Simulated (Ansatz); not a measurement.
Ansatz (a quantum-chemistry and plane-wave program) was given this input:
Ansatz 0.2 input:
```yaml
crystal:
  periodic: [false, false, false]
  atoms:
    - {symbol: H, position_ang: [0.00000000, 0.00000000, 0.00000000]}
basis:
  gaussian:
    orbitals: aug-cc-pVDZ
hamiltonian:
  xc: b3lyp
magnetization: {spin_polarized: true, initial_magnetization: 1}
```

Problem. Give the total energy at the level B3LYP/aug-cc-pVDZ (Ansatz).

Solution. -0.5017 Eh

Problem. Estimate the number of basis functions that B3LYP/aug-cc-pVDZ returns for this input.

Solution. 9
